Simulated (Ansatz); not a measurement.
CH$_{5}$FGeOSi (`F[CH2][GeH]1[O][SiH2]1`). The species carries charge 0 and has multiplicity 1. The geometry is a stationary point of PBE0-D4/def2-TZVP. It is one conformer, not always the lowest.

```xyz
10

F    -1.966    0.888   -1.757
C    -1.604    0.596   -0.456
Ge   -0.056   -0.625   -0.412
O     1.523    0.417   -0.364
Si    1.647   -0.409    1.059
H    -1.329    1.524    0.053
H    -2.465    0.151    0.052
H    -0.021   -1.520   -1.659
H     2.741   -1.405    1.175
H     1.531    0.383    2.309
```

(1) What is the dipole moment at r2SCAN/def2-TZVPP? (Estimate.)

(2) And with PBE, B3LYP, ωB97M-V? (An estimate is asked.)

(3) Give the Mulliken charges with r2SCAN, B3LYP, ωB97M-V in def2-TZVPP. (Estimate.)

Results:

(1) Ansatz gave: 2.55 D, with components (-0.66, -1.12, 2.20) D in this frame, pointing from negative to positive charge.

(2) The calculation gave: PBE 2.43 D, B3LYP 2.79 D, ωB97M-V 2.83 D.

(3) The calculation gave: 
```csv
atom,r2SCAN,B3LYP,ωB97M-V
F1,-0.23,-0.24,-0.22
C2,0.08,0.00,-0.03
Ge3,0.23,0.26,0.21
O4,-0.50,-0.50,-0.50
Si5,0.42,0.37,0.31
H6,0.07,0.11,0.12
H7,0.07,0.10,0.12
H8,0.01,0.02,0.05
H9,-0.07,-0.06,-0.02
H10,-0.08,-0.06,-0.03
```

B3LYP here is the variant with VWN-RPA as its local correlation; programs differ in this.
